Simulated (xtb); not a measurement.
Harmonic IR lines of one isomer of C2H6N2, unscaled. Calculation: GFN2-xTB run with xtb.

wavenumber (cm⁻¹): 221 (w), 403 (m), 740 (w), 973 (vw), 1032 (w), 1184 (w), 1227 (w), 1348 (vw), 1403 (m), 1726 (vs), 2917 (w), 3004 (m), 3028 (w), 3353 (w)

### Question
Name which structure gives these lines.
A) `[H]/N=C\CN`
B) `[H]/N=C\NC`
C) `C/N=C/N`
D) `C=NCN`

### Answer
B, `[H]/N=C\NC`
